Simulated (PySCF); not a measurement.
## Computed beside measured shifts

System: (2-ethoxyethyl)tributylphosphonium trifluoromethanesulfonate ([C16H36OP]+), SMILES CCCC[P+](CCCC)(CCCC)CCOCC.

Atom-mapped SMILES (hydrogens are numbered by the atom that bears them): [CH3:1][CH2:2][CH2:3][CH2:4][P+:5]([CH2:6][CH2:7][CH2:8][CH3:9])([CH2:10][CH2:11][CH2:12][CH3:13])[CH2:14][CH2:15][O:16][CH2:17][CH3:18]

Method: GIAO PBE0/pcSseg-2, gas phase, PySCF SCF with an in-house response code, fitting set def2-universal-JFIT up to Ne and JKFIT beyond, grid level 2, non-relativistic, on the PBE0-D3(BJ)/def2-SVP geometry.

One optimised conformer. Values are averaged over the atoms that symmetry or fast rotation interchanges, on this one geometry and without vibrational averaging. Shifts are the reference shielding less the shielding here, at the same level (13C, 1H against isolated TMS; 17O against isolated H2O; 31P against isolated H3PO4); nuclei without a reference have shieldings only.

Task: What shifts does this level give for P5, and how do they compare with measurement?

Result: 
```
atom  nucleus  computed / ppm  measured / ppm  computed less measured  measured against  medium of the measurement
  P5      31P            17.8            33.5                   -15.7        85 % H3PO4                      CDCl3
```

Computed 19F and 31P shifts carry an offset from the reference molecule (CFCl3 is hard for DFT, lone H3PO4 or PH3 isn't the 85 % acid), so differences between compounds are more accurate than the values.

Measured values: supporting information or article, doi 10.1039/c7cp04552b.
